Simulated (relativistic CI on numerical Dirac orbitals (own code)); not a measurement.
# Hf2+: 4f photoemission

Computed with this model: Dirac-Coulomb-Breit CI, orbitals from a KLI potential per configuration, a model potential for QED, valence Slater integrals scaled by 0.7, multiplet model of photoemission in the sudden approximation; configurations [Xe] 4f14 5d2 → [Xe] 4f13 5d2; 80 K; Lorentzian 0.17 eV and Gaussian 0.5 eV FWHM. Energies are those of the free ion, without screening or charge transfer. The energies are binding energies and can lie tens of eV above those of solids. S is read from ⟨S²⟩ = S(S + 1).

Field parameters in Wybourne normalisation: D3d B²₀ = −7Dσ, B⁴₀ = −14Dq − 21Dτ, B⁴₃ = −14√(10/7) Dq. The field is a parameter set, without covalency.

free ion: ground-state S = 0.97, centroid 37.40 eV. Peaks (eV, height): 36.5 (100), 38.2 (56), 39.4 (16).

D3d, 10Dq = 25450, Dσ = -1200, Dτ = -20 cm⁻¹: ground-state S = 0.99, centroid 37.56 eV. Peaks (eV, height): 36.7 (100), 38.4 (70).

D3d, 10Dq = 25450, Dσ = 240, Dτ = -20 cm⁻¹: ground-state S = 0.99, centroid 37.53 eV. Peaks (eV, height): 36.7 (100), 38.4 (64).

Strongest unbroadened transitions for D3d, 10Dq = 25450, Dσ = 240, Dτ = -20 cm⁻¹:

| Energy (eV) | Relative strength |
| --- | --- |
| 36.45 | 48.8 |
| 36.46 | 100.0 |
| 36.51 | 40.5 |
| 36.54 | 73.5 |
| 36.76 | 34.3 |
| 36.77 | 57.0 |
| 36.78 | 36.9 |
| 36.81 | 53.3 |
| 36.82 | 37.9 |
| 36.87 | 63.1 |
| 38.14 | 35.3 |
| 38.16 | 32.4 |
| 38.25 | 30.5 |
| 38.32 | 50.8 |
| 38.36 | 68.0 |
| 38.42 | 39.1 |
| 38.44 | 46.2 |
| 39.05 | 30.8 |
